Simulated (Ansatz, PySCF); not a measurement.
Spin states of H2O2Os (SMILES [OH][Os][OH]), each relaxed with B3LYP-D3(BJ)/def2-TZVP.
State 1 (charge 0, multiplicity 3):
```xyz
5

Os     0.092    -0.286     0.055
O      1.503    -0.055    -1.121
H      1.679     0.744    -1.632
O     -1.326    -0.517     1.223
H     -2.001     0.144     1.419
```
State 2 (charge 0, multiplicity 1):
```xyz
5

Os    -0.00390    -0.01578    -0.00746
O      1.34023     0.21455    -1.13147
H      2.06110     0.36472    -1.74579
O     -1.35516    -0.22325     1.11247
H     -2.09603    -0.31040     1.71503
```

Singlets are restricted, other states unrestricted; no spin–orbit coupling, no relativity up to Kr; see below for the cores. The largest T1 diagnostic is 0.028.

The values were computed with Ansatz (a first-principles code) with Gaussian orbitals; PySCF for the dispersion terms.  In def2 rows elements past Kr take small-core potentials, without spin–orbit coupling.

Question: One of these levels gives 6.44 kcal/mol for the energy of the multiplicity-1 state less that of the multiplicity-3 state. Name it.
(A) r2SCAN-D4/def2-TZVPP
(B) B3LYP-D3(BJ)/def2-TZVPP
(C) BHLYP-D3(BJ)/def2-TZVPP
(D) PBE0/def2-TZVPP

Answer: D, PBE0/def2-TZVPP. The others give 9.17 (r2SCAN-D4/def2-TZVPP), 4.44 (B3LYP-D3(BJ)/def2-TZVPP), 7.47 (BHLYP-D3(BJ)/def2-TZVPP)
